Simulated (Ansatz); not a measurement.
Consider the atomization: `[GeH3][S]S[AsH2]` → As• + Ge• + 5 H• + 2 S•.

Program: Ansatz. Geometries: PBE0-D4/def2-TZVP. ΔE: electronic, gas phase. CBS: MP2 limit from def2 TZ/QZ plus the TZ coupled-cluster correction, frozen cores. This one scheme is used for every species, atoms too. DFT in def2-TZVPP. Open shells (•) are unrestricted, without spin–orbit coupling. Spin–orbit coupling would lower the free atoms: a little for S; clearly for Ge. Bonds to As, Ge are less sure, by a few kJ/mol each and by 10 to 20 or more in all where they break to atoms, as the def2 sets lack core-valence functions. Scalar relativity is left out up to krypton. One conformer a species, not always the lowest.

`[GeH3][S]S[AsH2]`:

Z-matrix (Å, degrees):
```
Ge
S 1 2.232
H 1 1.536 2 108.1
H 1 1.537 2 106.6 3 119.5
H 1 1.534 2 108.9 3 -120.2
S 2 2.060 1 98.8 3 59.7
As 6 2.254 2 101.3 1 -86.6
H 7 1.525 6 93.5 2 152.4
H 7 1.526 6 96.2 2 -115.5
```

CCSD(T)/CBS gives +550.2 kcal/mol.

(1) Another level gave +546.0 kcal/mol. Which?
A. BLYP-D4/def2-TZVPP
B. BHLYP/def2-TZVPP
C. PBE0-D4/def2-TZVPP
D. B2PLYP/def2-TZVPP

Largest T1 diagnostic among the species: 0.013.

Results:

(1) C. PBE0-D4 546.0, BLYP-D4 548.4, BHLYP 522.7, B2PLYP 536.2 kcal/mol.

At CCSD(T), def2-SVP lies −61.1 kcal/mol from the extrapolated value and def2-TZVPP −18.5 kcal/mol: correlation converges slowly with the basis, and small sets miss more of it in the bonded molecule than in its fragments. In def2-TZVPP, CCSD(T) changes the Hartree–Fock value by +175.3 kcal/mol (the triples alone add +11.9 kcal/mol) and MP2 by +171.7 kcal/mol; breaking electron pairs costs correlation energy, which Hartree–Fock lacks. From PBE to PBE0 (25 % exact exchange), in def2-TZVPP and without D4, ΔE moves by −9.7 kcal/mol: exact exchange takes away binding that semilocal exchange gives to molecules.

For atomizations the MP2-based limit and the directly extrapolated one differ by several kJ/mol either way, and by 10 to 25 for some Ge, Se and Sn compounds, so smaller differences from it don't rank the levels.
